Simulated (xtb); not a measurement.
xtb input:

```bash
xtb mol.xyz --gfn 1 --opt tight --chrg 0 --uhf 0
```
mol.xyz:
```
14

C     -1.62472534    -0.99515816     0.77073997
Ge    -0.02986276     0.02953083     0.28514187
C      1.60456209    -0.69790513     1.07815641
C     -0.23748463     1.94784740     0.61123143
Cl     0.19829444    -0.19609037    -1.89339673
H     -1.79874149    -0.92658067     1.84582692
H     -2.49459238    -0.60261474     0.24578796
H     -1.49259335    -2.04179728     0.49977629
H      1.71704850    -1.74635261     0.80532255
H      2.47165143    -0.14547642     0.71855634
H      1.55901180    -0.61750248     2.16547284
H      0.64081092     2.48418051     0.25447193
H     -1.11579104     2.32248686     0.08724980
H     -0.35631428     2.13350203     1.67997289
```

What final total energy does it print?

-17.15895 Eh (GFN1-xTB).
